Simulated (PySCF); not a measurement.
C₄H₆ClF, SMILES C[C@@H](F)/C=C\Cl.

Geometry: TPSSh-D3(BJ)/def2-SVP. The structure was generated by enumeration; whether it is a known compound was not checked. One conformer was computed; it need not be the lowest.

Vertical ionisation energy (IE) and electron affinity (EA) in eV. Rows of orbital energies are one-electron estimates. Where ΔSCF, EOM or ADC give a negative EA the extra electron is unbound and the value depends on the basis.

| level | IE | EA |
|---|---|---|
| −ε(HOMO), −ε(LUMO), M06-2X/def2-TZVP (PySCF) | 8.78 | -0.42 |
| −ε(HOMO), −ε(LUMO), PBE/def2-TZVP (PySCF) | 6.38 | 1.45 |
